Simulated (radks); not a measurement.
Problem. The sulfur ion S12+ is in [He] 2s2. Calculated with a radial shooting solver on a logarithmic mesh with Libxc functionals: scalar-relativistic Kohn-Sham, LDA (Slater exchange, Perdew-Wang correlation), spin-polarised, spherical densities, finite nucleus; Fermi nuclear charge, rms radius of each element as measured or else 0.836 A^(1/3) + 0.57 fm. Open shells are filled with parallel spins first. One electron is removed from 2s, 1s in turn, with full relaxation. Which removal costs least, and what does each cost?

Solution. 2s 647.66 eV; 1s 3049.8 eV. The 2s electron leaves first.
